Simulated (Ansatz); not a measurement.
AlSi₅, relaxed as a doublet with UKS r2SCAN-D4/def2-SVP in Ansatz, starting from the GFN2-xTB geometry. Force threshold 0.02 eV/Å.

The relaxation made no stability test and no search for a lower SCF solution. Another isomer (doublet) lies 2.26 eV lower at PBE0-D4/def2-TZVP; other spin states weren't run for this one.

Start:

```tsv
atom	x (Å)	y (Å)	z (Å)
Al1	-1.1614	0.1581	-0.0387
Si2	1.0127	-1.2402	0.9643
Si3	-1.1414	-1.6542	1.5131
Si4	-2.0230	1.9054	-1.4603
Si5	0.2075	1.6720	-1.4532
Si6	3.1055	-0.8411	0.4748
```

Task: Estimate the energy that the relaxation releases and the steps that it takes.

Result: 43.0 kcal/mol, in 23 steps; 67 s on 4 threads of AMD EPYC 9B14 on a shared host. The force fell under the threshold at step 17, but the optimiser went on and released 0.019 eV more. No frequencies were taken in this run, so the end may be a saddle point.

Task: Does the start keep its bonding?

Result: Bonds formed: Al1–Si6, Si5–Si6 (atoms count from 1).

Task: Predict the relaxed structure.

Result: 
```xyz
6

Al   -0.898   -0.074   -0.065
Si    0.821   -1.833    0.637
Si   -1.018   -1.513    1.920
Si   -1.421    1.999   -1.336
Si    0.670    1.237   -1.417
Si    1.846    0.183    0.261
```
Bond lengths: 5 × Al–Si 2.45 to 2.78 Å; 4 × Si–Si 2.23 to 2.30 Å.
